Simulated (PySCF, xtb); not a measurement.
CuCl, SMILES [Cl][Cu], multiplicity 1.

GFN2-xTB in xtb at its own geometry gives an orbital gap of 4.89 eV and a dipole moment of 6.78 D.

Geometry optimised at PBE0-D3(BJ)/def2-TZVPD. The multiplicity is an assumed one; other spin states were not compared.

What does PBE/def2-TZVPD in PySCF give? (The exact figures need the calculation; the answer reports its results.)

gap 2.08 eV (levels -6.09 and -4.01 eV), dipole 4.53 D.
